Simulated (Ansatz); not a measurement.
```xyz
10

C    -0.3709   -0.0090    1.4850
N     0.2458   -0.7051    0.3592
Sn    0.1970    0.1165   -1.4396
F    -1.5960    0.4609   -1.9339
F     0.9577   -1.0358   -2.7314
F     1.0742    1.7824   -1.6902
H     0.1938    0.8569    1.8462
H    -1.3713    0.3264    1.2061
H    -0.4877   -0.7137    2.3121
H     1.1574   -1.0794    0.5864
```

Charge 0, multiplicity 1. Sn takes the def2 core potential.

(1) List the PBE/def2-TZVPP orbital energies in eV (Ansatz). (Best estimate.)

Results:

(1) Computed: Occupied: -659.63, -659.60, -659.50, -381.60, -270.34, -134.66, -90.66, -90.64, -90.57, -29.51, -29.45, -29.05, -27.13, -27.08, -27.06, -26.19, -26.12, -22.51, -17.16, -13.77, -12.48, -11.43, -11.10, -10.77, -10.66, -9.94, -9.56, -9.55, -9.44, -9.35, -9.28, -9.02, -6.64. Lowest empty: -3.31, -0.56, -0.33, 0.07, 1.17, 1.38, 2.03, 2.40.
